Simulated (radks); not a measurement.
Task: All-electron calculation, scalar-relativistic Kohn-Sham, LDA (Slater exchange, VWN5 correlation), spin-unpolarised, spherical densities, finite nucleus; Fermi nuclear charge, rms radius of each element as measured or else 0.836 A^(1/3) + 0.57 fm. Program: a radial shooting solver on a logarithmic mesh with Libxc functionals. Response by self-consistent Sternheimer equations with the Hartree and adiabatic LDA kernel, the relativistic mass of each level held fixed and spin-orbit coupling left out. For heavy and open-shell atoms this level of theory can miss by tens of per cent. Estimate the static dipole polarisabilities of Lu4+ ([Xe] 4f13) and Er+ ([Xe] 4f12 6s1) and the C6 coefficients of the three pairs.

Result: alpha = 3.375 and 57.35 bohr^3; C6 = 15.62 (Lu4+-Lu4+), 58.43 (Lu4+-Er+), 448.0 (Er+-Er+) hartree bohr^6.
